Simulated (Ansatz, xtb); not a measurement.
**Two isomers of C4H7FO2S**

We compare X, `C[C@@]1(F)CO[S@](=O)C1`, a singlet, with Y, `COC(=S)[C@H](F)OC`, a singlet. Both are isolated molecules in the gas phase, relaxed with r2SCAN-D4/def2-SVP; each stands in its lowest conformer found.

Quicker runs give these differences E(Y) − E(X): GFN2-xTB +0.968 eV; HF/STO-3G −3.041 eV (at GFN2-xTB geometries); r2SCAN-D4/def2-SVP//GFN2-xTB −0.408 eV.

**Question.** Which of the two would you expect CCSD(T)/def2-SVP + ΔMP2/def2-TZVPP electronic energies to favour?

**Answer.** Not settled: CCSD(T)/def2-SVP + ΔMP2/def2-TZVPP gives E(Y) − E(X) = +0.483 eV, but this leans on the basis-set step: CCSD(T) alone gives −0.618 eV.

How the difference moves with the method:

```
                             level            geometry  E(Y) − E(X) (eV)  departure from the last row (eV)  job, with rough time for the two
                          GFN2-xTB            GFN2-xTB              +0.968                            +0.485              optimisation, 0.24 s
                         HF/STO-3G            GFN2-xTB              −3.041                            −3.524               single point, 0.5 s
      r2SCAN-D4/def2-SVP//GFN2-xTB            GFN2-xTB              −0.408                            −0.891               single point, 4.8 s
                r2SCAN-D4/def2-SVP  r2SCAN-D4/def2-SVP              −0.335                            −0.818                optimisation, 55 s
                       HF/def2-SVP  r2SCAN-D4/def2-SVP              −1.127                            −1.610           part of the CCSD(T) run
                      MP2/def2-SVP  r2SCAN-D4/def2-SVP              −0.502                            −0.985           part of the CCSD(T) run
                  CCSD(T)/def2-SVP  r2SCAN-D4/def2-SVP              −0.618                            −1.101                      single point
CCSD(T)/def2-SVP + ΔMP2/def2-TZVPP  r2SCAN-D4/def2-SVP              +0.483                                               single point, 2.1 min
```

As drawn, Y has 3 C–O, 1 C=S in place of 2 C–C, 1 O–S, 1 O=S, 1 C–S. Structure X has a 5-membered ring, Y no ring.

HF/STO-3G, r2SCAN-D4/def2-SVP//GFN2-xTB, r2SCAN-D4/def2-SVP, HF/def2-SVP, MP2/def2-SVP, CCSD(T)/def2-SVP put the two in the other order. The largest departure from CCSD(T)/def2-SVP + ΔMP2/def2-TZVPP is that of HF/STO-3G, 3.524 eV. The last row adds to CCSD(T) the change of the MP2 difference between the two basis sets, here +1.101 eV, a large step that makes the value less sure.

With thermal terms from frequencies at re-optimised GFN2-xTB minima (ideal gas, soft modes damped towards free rotors, one conformer each, 298.15 K, 1 atm): the zero-point term adds −0.042 eV; ΔH is +0.479 and ΔG +0.378 eV.

The correlated steps freeze 12 core orbitals. Run with Ansatz 0.2.0, xtb 6.7.1; the last row on 4 threads of Arm Neoverse V1 on a shared host.
